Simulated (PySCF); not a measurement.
Structure with atom numbers: `[F:1][B:2]([F:3])[c:4]1[cH:5][cH:6][cH:7][cH:8][cH:9]1`; H(Xn) means a hydrogen on atom n.

All values are calculated (PySCF 2.14): PBE0-D3(BJ)/def2-SVP structure, σ from GIAO-B97-2/pcSseg-1. In vacuum, no relativistic terms, fast rotation and ring inversion assumed for equivalent nuclei, one computed conformer.

δ = σ(ref) − σ, references computed at the same level: $^{13}$C and $^{1}$H against TMS; $^{19}$F against CFCl3; $^{11}$B vs BF3·OEt2.

```tsv
atoms	nucleus	count	δ (ppm)
H(C6)/H(C8)	$^{1}$H	2	?
C6/C8	$^{13}$C	2	?
C7	$^{13}$C	1	137.0
B2	$^{11}$B	1	24.3
H(C5)/H(C9)	$^{1}$H	2	8.05
C5/C9	$^{13}$C	2	140.0
C4	$^{13}$C	1	124.7
F1/F3	$^{19}$F	2	-93.7
H(C7)	$^{1}$H	1	?
```

Q: Fill in the missing shifts.

A: 
- C6/C8: 130.5 ppm, aromatic CH; the aromatic region
- H(C7): 7.62 ppm, hydrogen on an aromatic CH; ring-current deshielding
- H(C6)/H(C8): 7.50 ppm, hydrogen on an aromatic CH; aromatic region

A carbon bonded to boron is broadened by the quadrupolar boron nucleus and is often missing from a measured spectrum. Shifts are as computed. Against solution values, carbons near 30 ppm lie about +1 ppm off and those near 130 ppm about +2 ppm. Of 1211 compounds with measured shifts, 218 miss one by over three times the rms of a fit or turn the order of signals round; such compounds aren't used in these exercises. Unscaled 19F shifts against computed CFCl3 carry errors that often reach 10 to 50 ppm.
